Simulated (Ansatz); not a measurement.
Gas-phase electronic energies from Ansatz, PBE0-D4/def2-TZVP geometries. CBS: MP2 limit from def2 TZ/QZ plus the TZ coupled-cluster correction, frozen cores. For Ga outer-core shells are correlated without core-valence functions, which leaves a few kJ/mol of doubt a bond. Scalar relativity is left out up to krypton. Each species was taken in one conformer, which may not be the lowest.

Reaction (formal exchange of groups at a B–S bond): `B[S][GaH][Cl]` + `CN1C=NC1` → `BC1=NCN1C` + `[SH][GaH][Cl]`

```csv
species,CCSD/def2-TZVPP energy (Eh)
`B[S][GaH][Cl]`,-2807.57741
`CN1C=NC1`,-226.93790
`BC1=NCN1C`,-252.29984
`[SH][GaH][Cl]`,-2782.18943
```

Task: Work out ΔE.

Result: ΔE = (-252.29984) + (-2782.18943) − (-2807.57741) − (-226.93790) = 0.02604 Eh = +68.4 kJ/mol. CCSD(T)/CBS gives +68.0 kJ/mol.

Largest T1 diagnostic among the species: 0.014.
